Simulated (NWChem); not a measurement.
Species: C3H7NSi; SMILES C1N([SiH3])C=C1

```xyz
12

Si    -0.0207    -1.7140    -0.0460
N     -0.0283     0.0046     0.2101
C     -0.9846     1.0181     0.0335
C     -0.1138     2.0375    -0.1219
C      1.0143     1.0433     0.0227
H      1.1776    -2.2685     0.6499
H     -1.2801    -2.2566     0.5438
H      0.0417    -2.1468    -1.4827
H     -2.0705     0.8887     0.0595
H     -0.1754     3.1160    -0.2373
H      1.6368     0.8821    -0.8741
H      1.6623     1.1553     0.9080
```
Atoms are numbered in this order, from 1.

All runs: NWChem. All runs use the structure optimised with PBE0/def2-SVP. No frequency run checked for a minimum. Total energies compare along this basis series because the functional is fixed.

```csv
level,basis functions,energy (Ha),highest occupied level (eV),orbital gap (eV),dipole (D)
B3LYP/cc-pVDZ,109,-462.7338,-5.52,6.14,0.35
B3LYP/aug-cc-pVDZ,182,-462.7467,-5.72,5.43,0.33
B3LYP/cc-pVTZ,252,-462.8102,-5.70,6.04,0.39
```
